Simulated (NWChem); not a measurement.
System: HfSF₂; SMILES [F][Hf]([F])=[S]

NWChem input:

```
start job
memory heap 200 mb stack 900 mb global 1100 mb
geometry units angstroms noautoz
  Hf    -0.116868    -0.220710     0.000000
  S      0.257401     1.966580     0.000000
  F      0.553733    -1.013468     1.605430
  F      0.553733    -1.013468    -1.605430
end
basis spherical
  * library def2-svp
end
ecp
  Hf library def2-ecp
end
dft
  xc b3lyp
  grid coarse
  iterations 150
  mulliken
end
task dft gradient
```

Excerpt of the output:

```
             Northwest Computational Chemistry Package (NWChem) 7.3.0
             --------------------------------------------------------

 CS  symmetry detected

                             Geometry "geometry" -> ""
                             -------------------------

 Output coordinates in angstroms (scale by  1.889725989 to convert to a.u.)

  No.       Tag          Charge          X              Y              Z
 ---- ---------------- ---------- -------------- -------------- --------------
    1 Hf                  72.0000    -0.17035846     0.19554695     0.00000000
    2 S                   16.0000     0.20379177    -1.99176337     0.00000000
    3 F                    9.0000     0.50028559     0.98826853     1.60543000
    4 F                    9.0000     0.50028559     0.98826853    -1.60543000

 Effective nuclear repulsion energy (a.u.)     691.6126411308

      Symmetry information
      --------------------

 Group name             Cs
 Group number              2
 Group order               2
 No. of unique centers     3

                                 NWChem DFT Module
                                 -----------------

 Summary of "ao basis" -> "ao basis" (spherical)
 ------------------------------------------------------------------------------
       Tag                 Description            Shells   Functions and Types
 ---------------- ------------------------------  ------  ---------------------
 Hf                         def2-svp                12       32   6s3p2d1f
 S                          def2-svp                 8       18   4s3p1d
 F                          def2-svp                 6       14   3s2p1d

      Symmetry analysis of basis
      --------------------------

        a'         49
        a"         29

            General Information
            -------------------
          SCF calculation type: DFT
          Wavefunction type:  closed shell.
          No. of atoms     :     4
          No. of electrons :    46
           Alpha electrons :    23
            Beta electrons :    23
          Charge           :     0
          Spin multiplicity:     1
          Use of symmetry is: on ; symmetry adaption is: on
          Maximum number of iterations: 150
          AO basis - number of functions:    78
                     number of shells:    32
          Convergence on energy requested:  1.00D-06
          Convergence on density requested:  1.00D-05
          Convergence on gradient requested:  5.00D-04

              XC Information
              --------------
                         B3LYP Method XC Potential
                     Hartree-Fock (Exact) Exchange  0.200
                        Slater Exchange Functional  0.800 local
                    Becke 1988 Exchange Functional  0.720 non-local
              Lee-Yang-Parr Correlation Functional  0.810
                  VWN I RPA Correlation Functional  0.190 local

             Grid Information
             ----------------
          Grid used for XC integration:  coarse
          Radial quadrature: Mura-Knowles
          Angular quadrature: Lebedev.
          Tag              B.-S. Rad. Rad. Pts. Rad. Cut. Ang. Pts.
          ---              ---------- --------- --------- ---------
          Hf                  1.55      104           8.0       302
          S                   1.00       70           9.0       302
          F                   0.50       35           9.0       302
          Grid pruning is: on
          Number of quadrature shells:   209
          Spatial weights used:  Erf1

      Superposition of Atomic Density Guess
      -------------------------------------

 Sum of atomic energies:        -647.87058148

      Non-variational initial energy
      ------------------------------

 Total energy =    -643.119460
 1-e energy   =   -1231.902279
 2-e energy   =     425.012984
 HOMO         =      -0.343630
 LUMO         =      -0.088648

      Symmetry analysis of molecular orbitals - initial
      -------------------------------------------------

  Numbering of irreducible representations:

     1 a'          2 a"

  Orbital symmetries:

     1 a'          2 a'          3 a"          4 a'          5 a'
     6 a"          7 a'          8 a'          9 a"         10 a'
    11 a'         12 a'         13 a"         14 a'         15 a'
    16 a"         17 a"         18 a'         19 a'         20 a"
    21 a'         22 a'         23 a"         24 a'         25 a'
    26 a"         27 a'         28 a'         29 a'         30 a"
    31 a'         32 a"         33 a'

     ---------------------------------------------
      Total Density - Mulliken Population Analysis
     ---------------------------------------------

    Atom       Charge   Shell Charges
 -----------   ------   -------------------------------------------------------
    1 Hf  12     9.46   0.03 -0.29  1.74  0.54  0.29  0.05  5.48  0.59  0.10  0.66  0.17  0.10
    2 S   16    17.15   2.00  1.99  1.24  0.68  5.94  2.03  3.25  0.02
    3 F    9     9.70   1.99  1.16  0.79  3.59  2.16  0.00
    4 F    9     9.70   1.99  1.16  0.79  3.59  2.16  0.00

   convergence    iter        energy       DeltaE   RMS-Dens  Diis-err
 ---------------- ----- ----------------- --------- --------- ---------
 d= 0,ls=0.0,diis     1   -645.5070080492 -8.09D+02  6.61D-02  1.96D+00
 d= 0,ls=0.0,diis     2   -640.7623033358  4.74D+00  5.57D-02  3.56D+01
 d= 0,ls=0.0,diis     3   -645.7988675403 -5.04D+00  9.77D-03  2.90D-01
 d= 0,ls=0.0,diis     4   -645.7549670692  4.39D-02  6.91D-03  4.50D-01
 d= 0,ls=0.0,diis     5   -645.8265582917 -7.16D-02  5.81D-04  3.92D-03
  Resetting Diis
 d= 0,ls=0.0,diis     6   -645.8267741977 -2.16D-04  4.38D-04  1.57D-03
 d= 0,ls=0.0,diis     7   -645.8270475936 -2.73D-04  1.63D-04  1.81D-05
 d= 0,ls=0.0,diis     8   -645.8270362086  1.14D-05  1.15D-04  8.62D-05
 d= 0,ls=0.0,diis     9   -645.8270505318 -1.43D-05  2.06D-05  2.07D-06
 d= 0,ls=0.0,diis    10   -645.8270508165 -2.85D-07  4.98D-06  4.29D-07

         Total DFT energy =     -645.827050816521
      One electron energy =    -1235.620686747806
           Coulomb energy =      478.690153919119
    Exchange-Corr. energy =      -52.666352839529
 Nuclear repulsion energy =      163.769834851694

 Numeric. integr. density =       45.999975096514

                  Occupations of the irreducible representations
                  ----------------------------------------------

                     irrep           alpha         beta
                     --------     --------     --------
                     a'               15.0         15.0
                     a"                8.0          8.0

                       DFT Final Molecular Orbital Analysis
                       ------------------------------------

 Vector   21  Occ=2.000000D+00  E=-2.871700D-01  Symmetry=a'
              MO Center=  1.2D-01, -1.6D+00, -4.5D-13, r^2= 2.5D+00
   Bfn.  Coefficient  Atom+Function         Bfn.  Coefficient  Atom+Function
  ----- ------------  ---------------      ----- ------------  ---------------
    44      0.471509  2 S  py                41      0.397431  2 S  py
     5      0.339452  1 Hf s                  3     -0.262715  1 Hf s
    38      0.229868  2 S  py                20     -0.220349  1 Hf d  2
    18     -0.202852  1 Hf d  0              16     -0.196279  1 Hf d -2
     2      0.152696  1 Hf s                 35     -0.149842  2 S  s

 Vector   22  Occ=2.000000D+00  E=-2.647240D-01  Symmetry=a'
              MO Center=  1.1D-01, -1.5D+00,  2.0D-13, r^2= 2.3D+00
   Bfn.  Coefficient  Atom+Function         Bfn.  Coefficient  Atom+Function
  ----- ------------  ---------------      ----- ------------  ---------------
    43      0.507670  2 S  px                40      0.386093  2 S  px
    16     -0.301307  1 Hf d -2              37      0.222106  2 S  px
    20      0.149850  1 Hf d  2              21     -0.098424  1 Hf d -2
    13      0.089711  1 Hf px                 7     -0.089259  1 Hf px
     8     -0.081572  1 Hf py                56      0.060017  3 F  pz

 Vector   23  Occ=2.000000D+00  E=-2.515364D-01  Symmetry=a"
              MO Center=  1.5D-01, -1.6D+00,  1.7D-12, r^2= 2.1D+00
   Bfn.  Coefficient  Atom+Function         Bfn.  Coefficient  Atom+Function
  ----- ------------  ---------------      ----- ------------  ---------------
    45      0.548854  2 S  pz                42      0.407469  2 S  pz
    17     -0.237883  1 Hf d -1              39      0.233869  2 S  pz
     9     -0.116960  1 Hf pz                15      0.085829  1 Hf pz
    22     -0.077048  1 Hf d -1              19     -0.073040  1 Hf d  1
    56      0.065519  3 F  pz                70      0.065519  4 F  pz

 Vector   24  Occ=0.000000D+00  E=-1.423393D-01  Symmetry=a'
              MO Center= -9.6D-01,  2.4D-01,  2.5D-11, r^2= 3.3D+00
   Bfn.  Coefficient  Atom+Function         Bfn.  Coefficient  Atom+Function
  ----- ------------  ---------------      ----- ------------  ---------------
    20      0.509395  1 Hf d  2               5      0.480707  1 Hf s
     6      0.422146  1 Hf s                  3     -0.267271  1 Hf s
    13     -0.266266  1 Hf px                18     -0.220680  1 Hf d  0
     4     -0.177302  1 Hf s                  2      0.164228  1 Hf s
     7      0.160161  1 Hf px                44     -0.144374  2 S  py

 Vector   25  Occ=0.000000D+00  E=-6.528484D-02  Symmetry=a"
              MO Center= -4.9D-01,  2.2D-01, -1.7D-11, r^2= 3.0D+00
   Bfn.  Coefficient  Atom+Function         Bfn.  Coefficient  Atom+Function
  ----- ------------  ---------------      ----- ------------  ---------------
    19      0.764308  1 Hf d  1              15      0.297740  1 Hf pz
    17      0.263762  1 Hf d -1              24      0.259819  1 Hf d  1
     9     -0.150179  1 Hf pz                54     -0.128249  3 F  px
    68      0.128249  4 F  px                57      0.109847  3 F  px
    71     -0.109847  4 F  px                55      0.091729  3 F  py

 Vector   26  Occ=0.000000D+00  E=-6.319793D-02  Symmetry=a'
              MO Center= -3.3D-01,  1.5D-01, -4.7D-12, r^2= 3.8D+00
   Bfn.  Coefficient  Atom+Function         Bfn.  Coefficient  Atom+Function
  ----- ------------  ---------------      ----- ------------  ---------------
    16      0.697717  1 Hf d -2              44      0.314575  2 S  py
    43      0.300310  2 S  px                21      0.255145  1 Hf d -2
    20      0.235334  1 Hf d  2              14     -0.220950  1 Hf py
    36      0.216121  2 S  s                 25      0.155971  1 Hf d  2
    40      0.155278  2 S  px                 8      0.148180  1 Hf py

     ---------------------------------------------
      Total Density - Mulliken Population Analysis
     ---------------------------------------------

    Atom       Charge   Shell Charges
 -----------   ------   -------------------------------------------------------
    1 Hf  12    11.02   0.03 -0.30  1.82  0.47  0.38 -0.01  5.55  0.56  0.20  1.78  0.40  0.15
    2 S   16    16.31   2.00  1.98  1.26  0.67  5.93  1.79  2.65  0.03
    3 F    9     9.34   1.99  1.13  0.82  3.33  2.07  0.00
    4 F    9     9.34   1.99  1.13  0.82  3.33  2.07  0.00

     -------------------------------------------
      Total Density - Lowdin Population Analysis
     -------------------------------------------

    Atom       Charge   Shell Charges
 -----------   ------   -------------------------------------------------------
    1 Hf  12    11.81   0.00  0.03  1.09  0.79  0.36  0.13  4.92  1.25  0.36  1.68  0.85  0.34
    2 S   16    15.92   2.00  1.96  0.99  0.69  5.81  1.90  2.55  0.03
    3 F    9     9.14   1.98  1.02  0.77  3.21  2.16  0.00
    4 F    9     9.14   1.98  1.02  0.77  3.21  2.16  0.00

     Multipole analysis of the density
     ---------------------------------

     L   x y z        total         alpha         beta         nuclear
     -   - - -        -----         -----         ----         -------
     0   0 0 0     -0.000000    -23.000000    -23.000000     46.000000

     1   1 0 0     -1.686764    -10.501306    -10.501306     19.315848
     1   0 1 0      1.162075     11.666942     11.666942    -22.171809
     1   0 0 1     -0.000000     -0.000000     -0.000000      0.000000

     2   2 0 0    -29.866067    -24.785428    -24.785428     19.704788
     2   1 1 0     -1.431058     -4.295986     -4.295986      7.160914
     2   1 0 1     -0.000000     -0.000000     -0.000000      0.000000
     2   0 2 0    -39.404932   -165.246458   -165.246458    291.087983
     2   0 1 1      0.000000      0.000000      0.000000      0.000000
     2   0 0 2    -38.602148   -102.137801   -102.137801    165.673453

            General Information
            -------------------
          SCF calculation type: DFT
          Wavefunction type:  closed shell.
          No. of atoms     :     4
          No. of electrons :    46
           Alpha electrons :    23
            Beta electrons :    23
          Charge           :     0
          Spin multiplicity:     1
          Use of symmetry is: on ; symmetry adaption is: on
          Maximum number of iterations: 150
          AO basis - number of functions:    78
                     number of shells:    32
          Convergence on energy requested:  1.00D-06
          Convergence on density requested:  1.00D-05
          Convergence on gradient requested:  5.00D-04

              XC Information
              --------------
                         B3LYP Method XC Potential
                     Hartree-Fock (Exact) Exchange  0.200
                        Slater Exchange Functional  0.800 local
                    Becke 1988 Exchange Functional  0.720 non-local
              Lee-Yang-Parr Correlation Functional  0.810
                  VWN I RPA Correlation Functional  0.190 local

             Grid Information
             ----------------
          Grid used for XC integration:  coarse
          Radial quadrature: Mura-Knowles
          Angular quadrature: Lebedev.
          Tag              B.-S. Rad. Rad. Pts. Rad. Cut. Ang. Pts.
          ---              ---------- --------- --------- ---------
          Hf                  1.55      104           8.0       302
          S                   1.00       70           9.0       302
          F                   0.50       35           9.0       302
          Grid pruning is: on
          Number of quadrature shells:   209
          Spatial weights used:  Erf1

          Convergence Information
          -----------------------
          Convergence aids based upon iterative change in
          total energy or number of iterations.
          Levelshifting, if invoked, occurs when the
          HOMO/LUMO gap drops below (HL_TOL):  1.00D-02
          DIIS, if invoked, will attempt to extrapolate
          using up to (NFOCK): 10 stored Fock matrices.

                    Damping( 0%)  Levelshifting(0.5)       DIIS
                  --------------- ------------------- ---------------
          dE  on:    start            ASAP                start
          dE off:    2 iters        150 iters           150 iters

                            NWChem DFT Gradient Module
                            --------------------------

  charge          =   0.00
  wavefunction    = closed shell

  Using symmetry

                         DFT ENERGY GRADIENTS

    atom               coordinates                        gradient
                 x          y          z           x          y          z
   1 Hf     -0.321931   0.369530   0.000000    0.005529  -0.004589   0.000000
   2 S       0.385111  -3.763887   0.000000   -0.001686   0.008273   0.000000
   3 F       0.945403   1.867557   3.033823   -0.001921  -0.001842  -0.003856
   4 F       0.945403   1.867557  -3.033823   -0.001921  -0.001842   0.003856
```

Level: B3LYP/def2-SVP with def2 effective core potentials on Hf. Coordinates come from a PBE0/def2-SVP optimisation. def2 effective core potentials on Hf; no spin-orbit coupling.
